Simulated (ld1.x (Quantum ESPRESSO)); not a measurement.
# u(r) = r·R(r): atom against pseudo-atom (Zr)

Columns: radius, all-electron u(r) and pseudo u(r) of the 4s shell (level -68.99 eV) of zirconium in the configuration [Ar] 3d10 4s2 4p6 4d2 5s0 5p0; PBE, scalar-relativistic, TM scheme, ld1.x (Quantum ESPRESSO) 7.5.

```json
{"r (bohr)": "0.088", "all-electron": "-0.3156", "pseudo": "-0.0688"}
{"r (bohr)": "0.175", "all-electron": "-0.0975", "pseudo": "-0.1388"}
{"r (bohr)": "0.262", "all-electron": "0.3945", "pseudo": "-0.2127"}
{"r (bohr)": "0.350", "all-electron": "0.5580", "pseudo": "-0.2933"}
{"r (bohr)": "0.438", "all-electron": "0.4043", "pseudo": "-0.3816"}
{"r (bohr)": "0.525", "all-electron": "0.0983", "pseudo": "-0.4772"}
{"r (bohr)": "0.612", "all-electron": "-0.2372", "pseudo": "-0.5805"}
{"r (bohr)": "0.700", "all-electron": "-0.5366", "pseudo": "-0.6896"}
{"r (bohr)": "0.788", "all-electron": "-0.7671", "pseudo": "-0.7971"}
{"r (bohr)": "0.875", "all-electron": "-0.9225", "pseudo": "-0.8927"}
{"r (bohr)": "0.962", "all-electron": "-1.0132", "pseudo": "-0.9674"}
{"r (bohr)": "1.050", "all-electron": "-1.0497", "pseudo": "-1.0124"}
{"r (bohr)": "1.138", "all-electron": "-1.0435", "pseudo": "-1.0219"}
{"r (bohr)": "1.225", "all-electron": "-1.0070", "pseudo": "-0.9980"}
{"r (bohr)": "1.312", "all-electron": "-0.9503", "pseudo": "-0.9479"}
{"r (bohr)": "1.400", "all-electron": "-0.8802", "pseudo": "-0.8799"}
{"r (bohr)": "1.487", "all-electron": "-0.8046", "pseudo": "-0.8046"}
{"r (bohr)": "1.575", "all-electron": "-0.7264", "pseudo": "-0.7264"}
{"r (bohr)": "1.662", "all-electron": "-0.6504", "pseudo": "-0.6504"}
{"r (bohr)": "1.750", "all-electron": "-0.5770", "pseudo": "-0.5770"}
{"r (bohr)": "1.838", "all-electron": "-0.5086", "pseudo": "-0.5086"}
{"r (bohr)": "1.925", "all-electron": "-0.4464", "pseudo": "-0.4464"}
{"r (bohr)": "2.012", "all-electron": "-0.3899", "pseudo": "-0.3899"}
{"r (bohr)": "2.100", "all-electron": "-0.3387", "pseudo": "-0.3387"}
{"r (bohr)": "2.188", "all-electron": "-0.2931", "pseudo": "-0.2931"}
{"r (bohr)": "2.275", "all-electron": "-0.2533", "pseudo": "-0.2533"}
```

**Question.** How many radial nodes do the two functions have?

**Answer.** The all-electron 4s function has n − l − 1 = 3 (the table is too coarse to show those close to the nucleus); the pseudo-wave has 0, since the states of the same l below it are removed with the core.

**Question.** At about which radius was the pseudo-wave matched?

**Answer.** 1.55 bohr. The columns agree to 0.0005 from 1.40 bohr on; several derivatives are matched, so the curves merge somewhat inside the radius.

**Question.** Is the pseudo-wave norm-conserving?

**Answer.** Yes: the TM scheme keeps the norm inside the radius equal to the all-electron one, which fixes the energy derivative of the logarithmic derivative at the level.
